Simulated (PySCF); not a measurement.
# Spectroscopy problems

[PySCF: coordinates at the GFN2-xTB level; GIAO PBE0/pcSseg-1 shieldings; rapidly exchanging positions averaged; non-relativistic Hamiltonian; a single conformation; isolated molecule]

Shifts are taken against calculated references (same method and geometry level): $^{1}$H, $^{13}$C vs TMS. Where no couplings were computed, multiplicities follow the n + 1 count of equivalent neighbours, and m marks all less simple cases (inequivalent or close neighbours, rings, F or P nearby). Shifts are as computed. Against solution values, carbons near 30 ppm lie about +3 ppm off and those near 130 ppm about +5 ppm; carbons on Cl a further +6 ppm (rms about the fit 2.1 ppm; single classes can miss by 10 ppm). Of 1328 compounds with measured shifts, 309 miss one by over three times the rms of a fit or turn the order of signals round; such compounds aren't used in these exercises. Signals without a measured value on file couldn't be tested in this way; 1H shifts scatter by 0.2 ppm about their fit, and single ones miss by 0.5 ppm. Carbons bonded to Cl come out too deshielded. OH and NH positions are gas-phase values without hydrogen bonding to other molecules.

(1) C$_{6}$H$_{8}$O. $^{1}$H NMR (400 MHz, computed): δ 10.26 (s, 1H), 6.60 (m, 1H), 6.58 (m, 1H), 6.45 (br s, 1H), 5.56 (br s, 1H), 2.07 (d, 3H). $^{13}$C{$^{1}$H} NMR (computed): δ 195.0 (CH), 146.6 (C), 137.1 (CH), 135.6 (CH), 133.3 (CH2), 23.3 (CH3). Identify the compound.

(2) C$_{2}$H$_{9}$ClOSi$_{2}$. $^{1}$H NMR (300 MHz, computed): δ 5.24 (q, 2H), 5.06 (t, 2H), 2.95 (t, 2H), 0.51 (t, 3H). $^{13}$C{$^{1}$H} NMR (computed): δ 34.5 (CH2), -0.3 (CH3). What is it?

(3) C$_{6}$H$_{8}$O. $^{1}$H NMR (400 MHz, computed): δ 5.84 (m, 1H), 5.83 (m, 1H), 4.42 (s, 2H), 2.18 (s, 3H), 0.14 (br s, 1H). $^{13}$C{$^{1}$H} NMR (computed): δ 141.7, 124.2, 98.6, 84.2, 70.9, 5.6. What is it?

Results:

(1) SMILES C=C(C=O)/C=C/C. The formula gives 3 degrees of unsaturation (no ring in the answer). 6 carbon signals for 6 carbons: no two carbons are equivalent. Carbon types of the structure: 1 × C, 3 × CH, 1 × CH2, 1 × CH3, which accounts for all hydrogens. δC 195.0: aldehyde carbonyl carbon; low-lying n→π* states of the double bond to the heteroatom give a large paramagnetic term (-255 ppm). δC 146.6: α carbon of a C=C–C=O unit; the olefinic region. δC 137.1, 135.6: alkene CH; an sp2 carbon of a C=C bond. δH 10.26: hydrogen on an aldehyde carbonyl carbon; deshielded by the polar, anisotropic C=O bond.

This is the structure that produced the data.

(2) `C[SiH2]O[SiH2]CCl`. The formula gives 0 degrees of unsaturation. 2 carbon signals for 2 carbons: no two carbons are equivalent. Carbon types of the structure: 1 × CH2, 1 × CH3, leaving 4 H on heteroatoms. δC 34.5: sp3 CH2 bonded to Cl and Si; deshielded by the electronegative neighbour. δC -0.3: methyl carbon bonded to Si; an electropositive neighbour leaves it electron-rich and shielded. δH 2.95: hydrogen on an sp3 CH2 bonded to Cl and Si; its carbon carries Cl, hence the downfield position. δH 0.51: hydrogen on a methyl carbon bonded to Si; an electropositive neighbour shields it, as in TMS itself.

The shifts were computed for this structure.

(3) `C=C(C#CC)CO`. Rings plus π bonds: 3 (no ring in the answer). 6 carbon signals for 6 carbons: no two carbons are equivalent. Carbon types of the structure: 3 × C, 2 × CH2, 1 × CH3, leaving 1 H on heteroatoms. δC 141.7: fully substituted alkene carbon; an sp2 carbon of a C=C bond. δC 124.2: terminal =CH2 carbon; an sp2 carbon of a C=C bond. δC 98.6, 84.2: alkyne carbon; sp carbons lie upfield of alkene carbons because the cylindrical π system leaves one tensor component strongly shielded. δC 70.9: allylic sp3 CH2 bonded to O; deshielded by the electronegative neighbour.

The data come from this structure; uniqueness wasn't tested.
